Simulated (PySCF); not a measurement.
# [CoF2]+ at several levels of theory

All levels use the PBE0 minimum (quintet; Co–F 1.661 Å (×2); F–Co–F 180.0°), basis [Co def2-TZVP, F def2-TZVP], no relativity, density fitting, no spin–orbit coupling, PySCF. For vertical energies the ionised species is a sextet (spins chosen at PBE0 and kept) and the electron-attached one a quartet. Open shells are unrestricted, also as the reference of the correlated levels. A dash marks a value that was not computed or is not defined at that level.

```csv
level,vertical IP (eV),vertical EA (eV),−ε(HOMO) (eV)
PBE0,?,?,?
HF,?,?,?
MP2,21.98,11.55,–
PBE,21.95,–,16.78
```

Task: Fill in the row of PBE0.

Result: vertical IP (eV) 21.66, vertical EA (eV) 10.87, −ε(HOMO) (eV) 19.00.

Task: Fill in the row of HF.

Result: vertical IP (eV) 18.89, vertical EA (eV) 10.07, −ε(HOMO) (eV) 23.74.

Open d and f shells are described by one determinant, and the ground state may have another occupation or spin.
